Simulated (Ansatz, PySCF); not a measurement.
Pair of molecules: C2H2 (SMILES C#C) (first 4 atoms) with CH2O2 (SMILES O=CO); geometry from B3LYP-D3(BJ)/def2-TZVP.
(charge 0, multiplicity 1):
```xyz
9

C      0.57985     0.20707    -0.08788
C     -0.17331    -0.55440     0.45032
H      1.24333     0.87422    -0.58317
H     -0.83124    -1.21117     0.97044
O     -0.98883    -0.95810     3.51587
C     -0.29865    -0.09555     3.98787
O      0.51644     0.71297     3.30598
H     -0.25018     0.14123     5.05891
H      0.46324     0.49106     2.35391
```

Counterpoise-corrected where a basis set is named; no monomer relaxation. Rows marked so take none.

Rows in 3-21G carry no dispersion term and start afresh at each structure.

The values were computed with Ansatz (Gaussian orbitals); PySCF for 3-21G rows, the dispersion terms. 

| level | interaction energy (kcal/mol) |
|---|---|
| HF/3-21G (no counterpoise) | -5.93 |
| PBE/def2-TZVPPD | -4.33 |
| BLYP-D4/def2-TZVPPD | -4.81 |
| revPBE-D3(BJ)/def2-TZVPPD | -4.93 |
| revPBE-D4/def2-TZVPPD | -4.96 |
| r2SCAN-D3(BJ)/def2-TZVPPD | -5.51 |
| B3LYP-D4/def2-TZVPPD | -5.19 |
| PBE0/def2-TZVPPD | -4.55 |
| BHLYP/def2-TZVPPD | ? |

Task: Complete the blanks.

Result: 
- BHLYP/def2-TZVPPD, interaction energy (kcal/mol): -4.25

Ansatz is a first-principles code.
